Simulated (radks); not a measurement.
Exchange energies: the exact (Fock) value of the Kohn-Sham orbitals and density-functional approximations, in hartree. Species: Xe3+ [Kr] 4d10 5s2 5p3; In+ [Kr] 4d10 5s2. Calculated with a radial shooting solver on a logarithmic mesh with Libxc functionals: non-relativistic Kohn-Sham, exchange-only PBE, spin-polarised, spherical densities, point nucleus. Every spin shell is full or empty, so the densities are truly spherical. Functionals are evaluated on that one density, not self-consistently.

functional,Xe3+,In+
exact,-178.117,-153.496
LDA,-169.69,-146.02
B88,-178.14,-153.57
PBEsol,-174.16,-150.03
revPBE,-177.58,-153.10
RPBE,-177.67,-153.18
OPTX,-180.44,-155.39
WC,-176.61,-152.20
AM05,-170.25,-146.54
APBE,-178.62,-154.02
revTPSS,-176.45,-152.12
Tao-Mo,-176.64,-152.30
